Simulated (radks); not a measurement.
Results of a calculation; reference values are marked as such.
Ionisation of the chromium ion Cr+, [Ar] 3d5, to [Ar] 3d4 as the strength of local exchange is varied. Level of theory: non-relativistic Kohn-Sham, Slater X-alpha exchange (alpha = 2/3 is LDA exchange), no correlation, spin-polarised, spherical densities, point nucleus; open shells are filled with parallel spins first (a radial shooting solver on a logarithmic mesh with Libxc functionals).

alpha  E(Cr+) (hartree)  exchange (hartree)  IE (eV)  -e of the level emptied (eV)  <r> of it (bohr)
0.615       -1036.58517           -40.75669   15.652                    9.628 (3d)             1.432
0.667       -1040.03741           -44.36049   16.535                   10.328 (3d)             1.398
0.669       -1040.17044           -44.49958   16.570                   10.355 (3d)             1.396
0.861       -1053.02516           -58.01898   20.156                   13.292 (3d)             1.285
1.008       -1062.97939           -68.58953   23.241                   15.916 (3d)             1.214

NIST Atomic Spectra Database: 16.486 eV (measured). The Delta-SCF value meets it near alpha = 0.66. Open shells are spherical and high-spin; term and fine-structure splittings are not resolved.
